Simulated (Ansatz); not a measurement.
Species: NS, charge 0, multiplicity 2. 
Coordinates optimised at B3LYP-D3(BJ)/def2-TZVP (Ansatz, a first-principles code):
SMILES: [N]=S
```xyz
2

N      0.0000     0.0000    -1.0378
S      0.0000     0.0000     0.4540
```
Charge 0, spin multiplicity 2.

Basis-set convergence of Hartree-Fock and CCSD correlation energies (hartree) with Ansatz. Valence correlation only, unless marked. Open shells are spin-unrestricted. Spin-orbit coupling is left out. No relativistic terms.

The UHF reference is spin-contaminated (<S^2> 0.24 over the pure value in the largest basis). The T1 diagnostic of CCSD in the largest basis is 0.063, which is high, so the coupled-cluster rows are less sure than usual.

| basis | functions | E(HF) | E(corr, CCSD) |
|---|---|---|---|
| def2-SVP | 32 | -451.72851 | -0.29122 |
| def2-TZVPP | 73 | -451.94410 | -0.36183 |
| def2-QZVPP | 127 | -451.95844 | -0.38445 |

Extrapolating the two largest sets (X = 3 and 4) as X^-3: E(corr) = (64·(-0.38445) - 27·(-0.36183))/37 = -0.4010 Eh, an estimate of the basis-set limit. The largest set recovers 95.9 % of it, the smallest 72.6 %.
